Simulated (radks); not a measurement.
Species: Mo II. Configuration: [Kr] 4d5. All-electron calculation, Dirac Kohn-Sham, LDA (Slater exchange, Perdew-Wang correlation), spin-unpolarised, spherical densities, point nucleus; open shells fill j = l - 1/2 first. Program: a radial shooting solver on a logarithmic mesh with Libxc functionals.

Radial electron density D(r) = 4 pi r^2 rho(r):

```
   r/bohr * D(r) (the largest magnitude, 65.5, reaches the edge; | marks zero)
 0.001572 | *
 0.001815 | *
  0.00208 |  *
 0.002383 |  *
  0.00273 |   *
 0.003128 |    *
 0.003583 |     *
 0.004138 |       *
 0.004741 |         *
 0.005432 |           *
 0.006223 |              *
  0.00713 |                 *
 0.008168 |                    *
 0.009433 |                        *
  0.01081 |                            *
  0.01238 |                               *
  0.01419 |                                   *
  0.01625 |                                       *
  0.01862 |                                         *
   0.0215 |                                           *
  0.02464 |                                            *
  0.02823 |                                           *
  0.03234 |                                          *
  0.03705 |                                        *
  0.04279 |                                      *
  0.04902 |                                     *
  0.05616 |                                      *
  0.06434 |                                        *
  0.07372 |                                            *
  0.08446 |                                                 *
  0.09754 |                                                     *
   0.1117 |                                                      *
    0.128 |                                                    *
   0.1467 |                                               *
    0.168 |                                        *
   0.1925 |                                   *
   0.2223 |                                 *
   0.2547 |                                   *
   0.2919 |                                       *
   0.3344 |                                         *
   0.3831 |                                       *
   0.4424 |                                 *
   0.5069 |                         *
   0.5807 |                 *
   0.6653 |           *
   0.7622 |         *
   0.8733 |         *
    1.009 |         *
    1.155 |        *
    1.324 |       *
    1.517 |     *
    1.738 |   *
    1.991 |  *
    2.299 | *
    2.634 |*
    3.018 |*
    3.457 *
    3.961 *
    4.538 *
    5.241 *
    6.004 *
    6.879 *
```

D(r) has 4 maxima, at r = 0.0248, 0.109, 0.340, 1.00 bohr, and minima at 0.0498, 0.221, 0.846 bohr, inside which lie 2.05, 11.14, 29.31 electrons.
